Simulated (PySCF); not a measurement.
Spinor energies of Pm³¹⁺ (promethium, charge +31)

Start: [Ar] 3d10 4s2. Calculated with PySCF 2.14 in an uncontracted even-tempered set (19 s from 1.2 bohr⁻², ratio 2.6; 15 p from 1.6 bohr⁻², ratio 2.6; 10 d from 1.6 bohr⁻², ratio 2.6; 6 f from 1.6 bohr⁻², ratio 2.8): generalised Hartree-Fock with the X2C-1e Hamiltonian and a Gaussian nucleus; spin-orbit coupling (SO) screened by Boettger's factors.

| spinor shell | electrons | ε, screened SO (eV) | weight of nominal j (screened SO) | rms radius, screened SO (bohr) |
| --- | --- | --- | --- | --- |
| 1s1/2 | 2 | -46570.8 | 1.000 | 0.0264 |
| 2s1/2 | 2 | -8638.4 | 1.000 | 0.107 |
| 2p1/2 | 2 | -8230.2 | 1.000 | 0.0916 |
| 2p3/2 | 4 | -7663.7 | 1.000 | 0.0977 |
| 3s1/2 | 2 | -2761.1 | 1.000 | 0.273 |
| 3p1/2 | 2 | -2584.8 | 1.000 | 0.264 |
| 3p3/2 | 4 | -2463.9 | 1.000 | 0.276 |
| 3d3/2 | 4 | -2170.2 | 1.000 | 0.247 |
| 3d5/2 | 6 | -2144.1 | 1.000 | 0.250 |
| 4s1/2 | 2 | -1259.4 | 1.000 | 0.564 |

| quantity | screened SO |
| --- | --- |
| E (hartree) | -9506.32008 |
| M_J | 0 |
| ⟨J²⟩ | 0.000 |
| ⟨L²⟩ | 0.026 |
| ⟨S²⟩ | 0.026 |

Breit and QED terms are absent; they matter most for the inner s and p1/2 levels.

Densities and radii are taken from the X2C orbitals without a picture-change correction, which distorts them close to the nucleus.
